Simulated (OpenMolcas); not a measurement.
## P+: effect of the IPEA shift

- Program: OpenMolcas 26.06
- Basis: ANO-R2 [5s4p3d1f]
- Scalar Hamiltonian: X2C, finite nucleus
- Active space: 4 electrons in 9 orbitals (RAS2 3s 3p; RAS3 3d, at most 2 electrons)
- State averaging: 2S+1 = 3 even, 6 roots; 2S+1 = 1 even, 11 roots; 2S+1 = 5 odd, 1 root; 2S+1 = 3 odd, 8 roots; 2S+1 = 1 odd, 8 roots
- Spin-orbit coupling: RASSI with atomic mean-field integrals over the reference wave functions, term energies averaged over their components

Methods on the same reference wave functions:
A. RASSCF
B. MS-RASPT2, IPEA 0 Eh, imaginary shift 0.1 Eh (closed shells correlated: 2s 2p)
C. MS-RASPT2, IPEA 0.25 Eh, imaginary shift 0.1 Eh (closed shells correlated: 2s 2p)

Energies in cm⁻¹ above 3s² 3p² ³P₀, the measured ground level; measured values from NIST Handbook of Basic Atomic Spectroscopic Data.

```csv
Level,A,B,C,Measured
3s² 3p² ³P₀,0.0,0.0,0.0,0.0
3s² 3p² ³P₁,144,145,145,165
3s² 3p² ³P₂,415,417,417,469
3s² 3p² ¹D₂,11089,9270,9300,8882
3s² 3p² ¹S₀,24955,22140,22320,21576
3s 3p³ ⁵S°₂,41145,43910,43900,45697
3s 3p³ ³D°₁,64988,65050,65200,65251
3s 3p³ ³D°₂,64998,65060,65210,65272
3s 3p³ ³D°₃,65018,65080,65230,65307
3s 3p³ ³P°₂,78204,77470,77700,76764
3s 3p³ ³P°₁,78222,77490,77720,76812
3s 3p³ ³P°₀,78229,77490,77730,76823
```

Deviations, from unrounded energies. A percentage is the sum of absolute deviations over the sum of measured energies, with the sign that they share, or ± where signs differ.

```json
{"Against measurement": "mean absolute deviation (cm-1)", "Levels": "11", "A": "1400", "B": "500", "C": "540"}
{"Against measurement": "fine structure of the ground term (%)", "Levels": "2", "A": "-11.9", "B": "-11.4", "C": "-11.4"}
{"Against measurement": "other terms of the ground configuration (%)", "Levels": "2", "A": "+18.3", "B": "+3.1", "C": "+3.8"}
{"Against measurement": "other configurations (%)", "Levels": "7", "A": "±2.0", "B": "±0.9", "C": "±1.0"}
```

B lies closest to measurement on these levels and A furthest from it. The largest miss of B in the table is 3s 3p³ ⁵S°₂, by -1800 cm-1. The ranking rests on the paired levels alone, and a cruder setting can come out closer through cancelling errors.

Between B and C the level of the table that moves most is 3s 3p³ ³P°₀, by 240 cm-1 (lowest in B, highest in C). Moves below CASPT2's spread within the term are not significant.

From A to B the spin-free energies of the other terms of 3s² 3p² shown, above ³P, scale by factors of 0.83 to 0.89.

The lowest spin-free term lies below A's lowest term by 0.216 hartree in B, 0.215 hartree in C.

CASPT2 does not keep the components of a term degenerate, so their means are used; among the terms shown or strongly mixed into the levels shown the widest spread is 31 cm-1 (3s 3p³ ³D°, C). The run also gave levels led by 3s 3p² 3d, 3s² 3p 3d, which use shells meant for correlation; these and all levels above them are left out. Some terms mix strongly with configurations of 3d, whose occupation reaches 0.24 (3s 3p³ ³D°, 3s 3p³ ³P°). Without dynamic correlation excited terms often stand tens of per cent too high (terms of higher spin than the ground term too low), and those without a measured partner can miss by more than the paired ones (holds for A). Measured partners are found by configuration, term and J. A level has none where our copy of the source lacks it or the pairing is in doubt (some pairs that miss far off the trend of their configuration count as doubtful), and it then counts in no deviation. Levels of configurations outside the active space are missing. The table leaves out levels that lie high or whose names do not pair safely across all columns.

° marks odd parity.
